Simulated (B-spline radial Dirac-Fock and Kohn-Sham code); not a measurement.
## Photoemission from Cs at 7310 eV, detector at θ = 90°, φ = 0°

System: neutral cesium, [Xe] 6s1. The computed values come from an atomic code on a B-spline grid: Dirac-Hartree-Slater photoionisation with a Latter tail; cross sections with all multipoles, angular parameters from the dipole term and its interference with E2. Thresholds are tabulated edges, those marked * orbital energies of the model. For linearly polarised light dσ/dΩ = σ/(4π) [1 + β P₂(cos θ) + (δ + γ cos²θ) sin θ cos φ], with θ from the polarisation vector and φ the angle between the beam and the projection of the electron momentum on the plane normal to the polarisation. The dipole factor is 1 + βP₂ and the non-dipole term is the rest of the bracket. Open shells are filled statistically over j.

Input of the calculation (task.json; shells as n, l, electrons):

```json
{"items": [{
  "Z": 55,
  "q": 0,
  "cfg": [[1, 0, 2], [2, 0, 2], [2, 1, 6], [3, 0, 2], [3, 1, 6], [3, 2, 10], [4, 0, 2], [4, 1, 6], [4, 2, 10], [5, 0, 2], [5, 1, 6], [6, 0, 1]],
  "A": 133,
  "rrms": 4.8041,
  "do": "xps",
  "hv": [65.2, 66.7, 70.6, 80, 97.5, 100, 114.0, 356.0, 400, 800, 805.0, 895.0, 954.0, 1200.0, 1590.0, 1910.0, 2000, 2340.0, 2800.0, 3480.0, 4270.0, 5414.7, 5760.0, 7310.0, 7750.0, 7770.0, 8220.0, 12000, 12900.0, 15000],
  "edges": {"K": 35985.0, "L1": 5714.0, "L2": 5359.0, "L3": 5012.0, "M1": 1211.0, "M2": 1071.0, "M3": 1003.0, "M4": 740.5, "M5": 726.6, "N1": 232.3, "N2": 172.4, "N3": 161.3, "N4": 79.8, "N5": 77.5}
}]}
```

Run with: `python xray2_run.py task.json out`

| subshell | threshold (eV) | σ (kb) | β | γ | δ | dipole factor | non-dipole term | dσ/dΩ (kb/sr) |
| --- | --- | --- | --- | --- | --- | --- | --- | --- |
| 2s | 5714.0 | 14.7 | 1.99 | 0.08 | 0.000 | 0.006 | 0.000 | ≈ 0 |
| 2p1/2 | 5359.0 | 20.4 | 1.42 | 0.22 | 0.035 | 0.288 | +0.035 | 0.524 |
| 2p3/2 | 5012.0 | 35.4 | 1.50 | 0.34 | 0.045 | 0.250 | +0.045 | 0.831 |
| 3s | 1211.0 | 3.29 | 1.99 | -0.01 | 0.000 | 0.006 | 0.000 | ≈ 0 |
| 3p1/2 | 1071.0 | 3.04 | 1.47 | 0.83 | 0.031 | 0.267 | +0.031 | 0.0720 |
| 3p3/2 | 1003.0 | 5.33 | 1.53 | 0.90 | 0.034 | 0.233 | +0.034 | 0.113 |
| 3d3/2 | 740.5 | 1.43 | 0.97 | 1.34 | 0.208 | 0.517 | +0.208 | 0.0824 |
| 3d5/2 | 726.6 | 1.97 | 0.91 | 1.32 | 0.222 | 0.546 | +0.222 | 0.120 |
| 4s | 232.3 | 0.753 | 1.99 | 0.06 | 0.000 | 0.006 | 0.000 | ≈ 0 |
| 4p1/2 | 172.4 | 0.611 | 1.45 | 0.90 | 0.029 | 0.273 | +0.029 | 0.0147 |
| 4p3/2 | 161.3 | 1.06 | 1.52 | 0.96 | 0.032 | 0.239 | +0.032 | 0.0229 |
| 4d3/2 | 79.80 | 0.248 | 0.94 | 1.35 | 0.202 | 0.531 | +0.202 | 0.0145 |
| 4d5/2 | 77.50 | 0.340 | 0.88 | 1.32 | 0.217 | 0.561 | +0.217 | 0.0211 |
| 5s | 30.49* | 0.123 | 1.99 | 0.07 | 0.000 | 0.006 | 0.000 | ≈ 0 |
| 5p1/2 | 17.80* | 0.0798 | 1.45 | 0.91 | 0.029 | 0.274 | +0.029 | 0.00193 |
| 5p3/2 | 15.95* | 0.135 | 1.52 | 0.97 | 0.032 | 0.240 | +0.032 | 0.00292 |
| 6s | 3.64* | 0.00371 | 1.99 | 0.08 | 0.000 | 0.006 | 0.000 | ≈ 0 |
